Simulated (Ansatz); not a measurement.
Relaxation of Cl$_{2}$H$_{5}$O$_{2}$PTi (11 atoms, charge 0, multiplicity 1), to a largest force component of 0.03 eV/Å in at most 50 steps.

The calculation used Ansatz 0.2.0, RHF/def2-SVP.

```xyz
11
Properties=species:S:1:pos:R:3
Ti 0.270 0.461 -0.543
Cl 0.729 -1.118 2.639
O 1.686 -0.547 -0.506
H 2.236 -1.214 -0.126
Cl -0.055 1.409 -2.542
O -1.210 -0.153 0.134
H -1.657 -0.701 0.759
P 0.903 2.208 1.035
H 1.986 2.715 0.286
H -0.053 3.174 0.658
H 0.915 0.192 2.713
```

Question: Where does it end, and by what steps?

Answer: The forces met the threshold. After 5 steps the energy has fallen by 0.131 eV; Cl2 moved furthest, 0.40 Å.

| step | energy less start (eV) | largest force component (eV/Å) | accepted |
| --- | --- | --- | --- |
| 0 | 0.0000 | 1.416 | yes |
| 1 | -0.0892 | 0.953 | yes |
| 2 | -0.1178 | 0.793 | yes |
| 3 | -0.0857 | 0.984 | no |
| 4 | -0.1269 | 0.440 | yes |
| 5 | -0.1309 | 0.022 | yes |

```xyz
11
Properties=species:S:1:pos:R:3
Ti 0.271 0.504 -0.663
Cl 0.753 -1.229 3.024
O 1.652 -0.546 -0.579
H 2.184 -1.221 -0.188
Cl -0.050 1.453 -2.664
O -1.175 -0.122 0.070
H -1.616 -0.651 0.717
P 0.917 2.234 0.993
H 1.949 2.810 0.220
H -0.087 3.166 0.649
H 0.951 0.028 2.929
```

Whether the end is a true minimum wasn't checked by a vibrational analysis.

Run time: 13 s on 4 threads of Arm Neoverse V2 (shared host), peak memory 0.39 GiB.
